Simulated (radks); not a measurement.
Fractional charge and spin in the 3s shell of phosphorus: the spin-up occupation runs from 0 to 1 and the spin-down occupation from 0 to 1; the fullest corner is P, [Ne] 3p(up 1.5, down 1.5) 3s(up 1, down 1). Method: scalar-relativistic Kohn-Sham, PBEsol, spin-polarised, spherical densities, point nucleus; computed with a radial shooting solver on a logarithmic mesh with Libxc functionals. Energy (eV) minus the two flat planes that join the four corners (they meet along the diagonal where the two added fractions sum to one electron); zero is where a piecewise linear energy would lie.

down \ up       0    0.25     0.5    0.75       1
0           0.000  -1.001  -1.328  -0.990   0.000
0.25       -1.001  -1.238  -0.818   0.248  -0.880
0.5        -1.328  -0.818   0.330  -0.722  -1.163
0.75       -0.990   0.248  -0.722  -1.087  -0.863
1           0.000  -0.880  -1.163  -0.863   0.000

Corners above the fullest one (they belong to P+ and the next ion): (up 1, down 0) 18.463 eV, (up 0, down 1) 18.463 eV, (up 0, down 0) 48.233 eV. With half an added electron in each spin the energy lies 0.330 eV from the planes, and with half an added electron in spin up alone -1.328 eV. The planes are only a guide here: the flat-plane condition holds for ground states with one frontier orbital, while this shell lies below other occupied shells, so the corners above the fullest one are inner-hole states and not the ground states of those ions.
